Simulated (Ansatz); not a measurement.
CH₅BSSi, SMILES `CB1[SiH2]S1`. Charge 0, multiplicity 1.

| atom | x (Å) | y (Å) | z (Å) |
| --- | --- | --- | --- |
| C1 | -0.211 | -0.314 | 1.580 |
| B2 | -0.130 | 0.207 | 0.127 |
| Si3 | 0.370 | 0.049 | -1.744 |
| S4 | -0.628 | 1.684 | -0.727 |
| H5 | 0.799 | -0.502 | 1.960 |
| H6 | -0.719 | -1.284 | 1.604 |
| H7 | -0.720 | 0.367 | 2.265 |
| H8 | -0.464 | -0.611 | -2.778 |
| H9 | 1.704 | 0.404 | -2.286 |

Give the diagnostics of a CCSD(T)/def2-TZVPP run (frozen core, the Gaussian-basis code of Ansatz). (An estimate is asked.)

Computed: T1 = 0.0150, largest single amplitude 0.039, largest double 0.049, (T) share of the correlation energy 4.6 %, 10 CCSD cycles. The RHF solution is stable towards an unrestricted one. T1 lies under the customary mark of 0.02 for closed shells.
